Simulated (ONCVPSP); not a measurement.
# Which change was made? (Mn, ONCV)

```json
{"Element": "Mn (Z = 25)", "Generator": "ONCVPSP 4.0.1", "Type": "optimised norm-conserving Vanderbilt (ONCV)", "Functional": "PBEsol", "Relativity": "scalar-relativistic", "Frozen core": "[Ar]", "Valence charge": "7", "Reference configuration": "3d5 4s2", "Partial waves": "4s: rc 2.65 bohr, ncon 4, nbas 9, qcut 3.2 1/bohr, 2 projectors, debl 0.7 Ha; p scattering state at 0.3 Ha: rc 2.25 bohr, ncon 3, nbas 8, qcut 3.3 1/bohr, 2 projectors, debl 4 Ha; 3d: rc 1.25 bohr, ncon 4, nbas 8, qcut 13 1/bohr, local", "Local potential": "the d channel", "Core correction": "Teter function, fcfact 4.5, rcfact 1.75"}
```

Cutoffs, loose and tight: the cutoffs (Ha) at which the residual kinetic energy of the hardest occupied pseudo-wave falls to 1 and 0.1 mHa per electron. They do not see the model core or the augmentation charge, which bear on the density cutoff. Test errors are all-electron minus pseudo excitation energies from the reference, over the configurations 3d5 4s1; 3d5 4s0; 3d4 4s0; 3d6 4s0; variants that change the core or the reference have their own tests.

The base gives: outcome: generated; cutoff, loose: 62 Ha; cutoff, tight: 70 Ha; bound ghosts: s; GHOST(+) flags above zero: s, p; largest test error (meV): -1050.

(1) After one change the result is: outcome: generated; cutoff, loose: 74 Ha; cutoff, tight: 89 Ha; bound ghosts: s; GHOST(+) flags above zero: p; largest test error (meV): -1007. Which change was it?
A. all radii but the core radius scaled by about 1.23 (s 3.24, p 2.76, d 1.54 bohr)
B. all radii but the core radius scaled by about 0.88 (s 2.34, p 1.98, d 1.10 bohr)
C. all radii but the core radius scaled by about 0.80 (s 2.12, p 1.80, d 1.00 bohr)

Answers

(1) C. The others give: all radii but the core radius scaled by about 1.23 (s 3.24, p 2.76, d 1.54 bohr) → outcome: generated, projector energies reset by the program; cutoff, loose: 51 Ha; cutoff, tight: 60 Ha; bound ghosts: s; GHOST(+) flags above zero: p; largest test error (meV): -1208 | all radii but the core radius scaled by about 0.88 (s 2.34, p 1.98, d 1.10 bohr) → outcome: generated; cutoff, loose: 69 Ha; cutoff, tight: 78 Ha; bound ghosts: s, p; GHOST(+) flags above zero: s; largest test error (meV): -1012.
